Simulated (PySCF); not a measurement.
HF3Sn (SMILES [F][SnH]([F])[F]), singlet, at a GFN2-xTB geometry (such geometries of metal compounds can be far from the true shape) (all electrons, no relativity), with bond 3-1 at 1.8 times its length; PySCF with CASSCF(8,8)/STO-3G.

Here is a job for PySCF.
```python
from pyscf import gto, scf, mcscf
import numpy

mol = gto.Mole()
mol.atom = '''
    Sn   -0.131978   -0.044108    0.223633
    F     1.763395    0.135539    0.408496
    F    -0.438571   -2.486740   -2.183511
    F    -0.620115    1.546643   -0.719829
    H    -0.969851   -0.324129    1.643382
'''
mol.basis = 'sto-3g'
mol.charge = 0
mol.spin = 0
mol.verbose = 4
mol.build()

mf = scf.RHF(mol)
mf.kernel()
mc = mcscf.CASSCF(mf, 8, 8)
mc.fix_spin_(ss=0.0)
mc.kernel()
occ = numpy.linalg.eigvalsh(mc.fcisolver.make_rdm1(mc.ci, mc.ncas, mc.nelecas))[::-1]
ss = mc.fcisolver.spin_square(mc.ci, mc.ncas, mc.nelecas)[0]
print('natural occupations', occ.round(4), ' <S^2>', round(ss, 4))
```

What the program printed (banner, timings and long lists left out):

```
PySCF version 2.14.0

[INPUT] verbose = 4
[INPUT] num. atoms = 5
[INPUT] num. electrons = 78
[INPUT] charge = 0
[INPUT] spin (= nelec alpha-beta = 2S) = 0
[INPUT] symmetry False subgroup None
[INPUT] Mole.unit = angstrom
[INPUT] Symbol           X                Y                Z      unit          X                Y                Z       unit  Magmom
[...]
nuclear repulsion = 372.475363555865
number of shells = 21
number of NR pGTOs = 129
number of NR cGTOs = 43
basis = sto-3g
ecp = {}

******** <class 'pyscf.scf.hf.RHF'> ********
method = RHF
initial guess = minao
damping factor = 0
level_shift factor = 0
DIIS = <class 'pyscf.scf.diis.CDIIS'>
diis_start_cycle = 1
diis_space = 8
diis_damp = 0
SCF conv_tol = 1e-09
SCF conv_tol_grad = None
SCF max_cycles = 50
direct_scf = True
direct_scf_tol = 1e-13
Set gradient conv threshold to 3.16228e-05
Initial guess from minao.
init E= -6240.04951731997
[...]
cycle= 1 E= -6257.42270139414  delta_E= -17.4  |g|= 0.461  |ddm|= 2.49
[...]
cycle= 2 E= -6257.30291487337  delta_E= 0.12  |g|= 0.359  |ddm|= 3.29
[...]
cycle= 3 E= -6257.58352840675  delta_E= -0.281  |g|=  0.2  |ddm|= 3.06
[...]
cycle= 4 E= -6257.70055463502  delta_E= -0.117  |g|= 0.0565  |ddm|= 1.17
[...]
cycle= 5 E= -6257.70192672887  delta_E= -0.00137  |g|= 0.0452  |ddm|= 0.116
[...]
cycle= 6 E= -6257.70200708358  delta_E= -8.04e-05  |g|= 0.0442  |ddm|= 0.0232
[...]
cycle= 7 E= -6257.70214576957  delta_E= -0.000139  |g|= 0.0426  |ddm|= 0.00891
[...]
cycle= 8 E= -6257.70249269155  delta_E= -0.000347  |g|= 0.0382  |ddm|= 0.0152
[...]
cycle= 9 E= -6257.70377453173  delta_E= -0.00128  |g|= 0.012  |ddm|= 0.0854
[...]
cycle= 10 E= -6257.70390381964  delta_E= -0.000129  |g|= 0.00255  |ddm|= 0.0297
[...]
cycle= 11 E= -6257.70390961193  delta_E= -5.79e-06  |g|= 0.000843  |ddm|= 0.00636
[...]
cycle= 12 E= -6257.70391029792  delta_E= -6.86e-07  |g|= 6.67e-05  |ddm|= 0.00267
[...]
cycle= 13 E= -6257.70391031087  delta_E= -1.29e-08  |g|= 5.56e-05  |ddm|= 0.000357
[...]
cycle= 14 E= -6257.70391034525  delta_E= -3.44e-08  |g|= 3.29e-05  |ddm|= 0.00125
[...]
cycle= 15 E= -6257.70391036253  delta_E= -1.73e-08  |g|= 6.35e-06  |ddm|= 0.00158
[...]
cycle= 16 E= -6257.70391036267  delta_E= -1.41e-10  |g|= 1.42e-06  |ddm|= 0.000131
[...]
Extra cycle  E= -6257.70391036269  delta_E= -1.91e-11  |g|= 8.48e-07  |ddm|= 4.09e-06
converged SCF energy = -6257.70391036269

******** <class 'pyscf.mcscf.mc1step.CASSCF'> ********
CAS (4e+4e, 8o), ncore = 35, nvir = 0
max_cycle_macro = 50
max_cycle_micro = 4
conv_tol = 1e-07
conv_tol_grad = None
orbital rotation max_stepsize = 0.02
orbital rotation threshold for CI restart = 0.01
augmented hessian ah_max_cycle = 30
augmented hessian ah_conv_tol = 1e-12
augmented hessian ah_linear dependence = 1e-14
augmented hessian ah_level shift = 1e-08
augmented hessian ah_start_tol = 2.5
augmented hessian ah_start_cycle = 3
augmented hessian ah_grad_trust_region = 3
kf_trust_region = 3
kf_interval = 4
ci_response_space = 4
ci_grad_trust_region = 3
with_dep4 0
natorb = False
canonicalization = True
sorting_mo_energy = False
ao2mo_level = 2
internal_rotation = False
******** <class 'pyscf.fci.addons.SpinPenaltyFCISolver'> ********
max. cycles = 50
conv_tol = 1e-08
davidson only = True
linear dependence = 1e-12
level shift = 0.001
max iter space = 12
nroots = 1
pspace_size = 400
spin = None
CASCI E = -6257.90388125769  S^2 = 0.0000000
Set conv_tol_grad to 0.000316228
macro iter   1 ( 21 JK    4 micro), CASSCF E = -6257.91052420035  dE = -6.64294266e-03  S^2 = 0.0000000
               |grad[o]|=0.0371  |grad[c]|=0.0174  |ddm|=0.0187  |maxRot[o]|=0.313
macro iter   2 ( 21 JK    4 micro), CASSCF E = -6257.91342597523  dE = -2.90177488e-03  S^2 = 0.0000000
               |grad[o]|=0.0252  |grad[c]|=0.0079  |ddm|=0.0087  |maxRot[o]|=0.104
macro iter   3 ( 21 JK    4 micro), CASSCF E = -6257.91483706302  dE = -1.41108779e-03  S^2 = 0.0000000
               |grad[o]|=0.0148  |grad[c]|=0.00672  |ddm|=0.00492  |maxRot[o]|=0.057
[...]
macro iter  32 ( 21 JK    4 micro), CASSCF E = -6257.94676277017  dE = -2.27860919e-05  S^2 = 0.0000000
               |grad[o]|=0.0118  |grad[c]|=0.0216  |ddm|=0.00565  |maxRot[o]|=0.0446
macro iter  33 ( 21 JK    4 micro), CASSCF E = -6257.94709828676  dE = -3.35516589e-04  S^2 = 0.0000000
               |grad[o]|=0.0116  |grad[c]|=0.0208  |ddm|=0.00523  |maxRot[o]|=0.0545
macro iter  34 ( 21 JK    4 micro), CASSCF E = -6257.94712958512  dE = -3.12983566e-05  S^2 = 0.0000000
               |grad[o]|=0.0115  |grad[c]|=0.0214  |ddm|=0.00546  |maxRot[o]|=0.0467
macro iter  35 ( 21 JK    4 micro), CASSCF E = -6257.94727865837  dE = -1.49073256e-04  S^2 = 0.0000000
               |grad[o]|=0.0113  |grad[c]|=0.0208  |ddm|=0.00517  |maxRot[o]|=0.055
macro iter  36 ( 21 JK    4 micro), CASSCF E = -6257.94731893714  dE = -4.02787691e-05  S^2 = 0.0000000
               |grad[o]|=0.0111  |grad[c]|=0.0212  |ddm|=0.00531  |maxRot[o]|=0.0466
macro iter  37 ( 21 JK    4 micro), CASSCF E = -6257.94735150398  dE = -3.25668370e-05  S^2 = 0.0000000
               |grad[o]|=0.011  |grad[c]|=0.0208  |ddm|=0.00516  |maxRot[o]|=0.0556
macro iter  38 ( 21 JK    4 micro), CASSCF E = -6257.94739956092  dE = -4.80569342e-05  S^2 = 0.0000000
               |grad[o]|=0.0108  |grad[c]|=0.0212  |ddm|=0.00514  |maxRot[o]|=0.048
macro iter  39 ( 21 JK    4 micro), CASSCF E = -6257.94742945151  dE = -2.98905989e-05  S^2 = 0.0000000
               |grad[o]|=0.0107  |grad[c]|=0.0208  |ddm|=0.00517  |maxRot[o]|=0.055
macro iter  40 ( 21 JK    4 micro), CASSCF E = -6257.94749781410  dE = -6.83625894e-05  S^2 = 0.0000000
               |grad[o]|=0.0106  |grad[c]|=0.0212  |ddm|=0.00508  |maxRot[o]|=0.0472
macro iter  41 ( 21 JK    4 micro), CASSCF E = -6257.94751685805  dE = -1.90439468e-05  S^2 = 0.0000000
               |grad[o]|=0.0105  |grad[c]|=0.0209  |ddm|=0.00518  |maxRot[o]|=0.0538
macro iter  42 ( 21 JK    4 micro), CASSCF E = -6257.94760079274  dE = -8.39346876e-05  S^2 = 0.0000000
               |grad[o]|=0.0104  |grad[c]|=0.0212  |ddm|=0.0051  |maxRot[o]|=0.046
macro iter  43 ( 21 JK    4 micro), CASSCF E = -6257.94760575697  dE = -4.96423309e-06  S^2 = 0.0000000
               |grad[o]|=0.0104  |grad[c]|=0.021  |ddm|=0.00521  |maxRot[o]|=0.0526
macro iter  44 ( 21 JK    4 micro), CASSCF E = -6257.94770740952  dE = -1.01652553e-04  S^2 = 0.0000000
               |grad[o]|=0.0102  |grad[c]|=0.0213  |ddm|=0.00499  |maxRot[o]|=0.0468
macro iter  45 ( 21 JK    4 micro), CASSCF E = -6257.94760786182  dE =  9.95477021e-05  S^2 = 0.0000000
               |grad[o]|=0.0102  |grad[c]|=0.021  |ddm|=0.00532  |maxRot[o]|=0.0511
macro iter  46 ( 21 JK    4 micro), CASSCF E = -6257.94899999200  dE = -1.39213018e-03  S^2 = 0.0000000
               |grad[o]|=0.0101  |grad[c]|=0.0102  |ddm|=0.00506  |maxRot[o]|=0.048
macro iter  47 ( 21 JK    4 micro), CASSCF E = -6257.95166790593  dE = -2.66791393e-03  S^2 = 0.0000000
               |grad[o]|=0.0105  |grad[c]|=0.0111  |ddm|=0.00404  |maxRot[o]|=0.0874
macro iter  48 ( 12 JK    3 micro), CASSCF E = -6257.95209358826  dE = -4.25682332e-04  S^2 = 0.0000000
               |grad[o]|=0.011  |grad[c]|=0.00128  |ddm|=0.00173  |maxRot[o]|=0.0179
macro iter  49 ( 21 JK    4 micro), CASSCF E = -6257.95214175643  dE = -4.81681682e-05  S^2 = 0.0000000
               |grad[o]|=0.0109  |grad[c]|=0.014  |ddm|=0.00527  |maxRot[o]|=0.00348
macro iter  50 ( 21 JK    4 micro), CASSCF E = -6257.95216439119  dE = -2.26347584e-05  S^2 = 0.0000000
               |grad[o]|=0.0109  |grad[c]|=0.0152  |ddm|=0.0055  |maxRot[o]|=0.00324
1-step CASSCF not converged,  50 macro (1005 JK 195 micro) steps
CASSCF canonicalization
Density matrix diagonal elements [1.96648461 1.00015048 1.95232487 1.64005107 1.34280687 0.04341745
 0.035509   0.01925564]
CASSCF energy = -6257.95216439119
CASCI E = -6257.95216439119  E(CI) = -10.8210236653340  S^2 = 0.0000000
natural occupations [1.9883 1.9621 1.9529 1.0008 0.9994 0.0443 0.0349 0.0173]  <S^2> 0.0
```

Convergence was not reached.
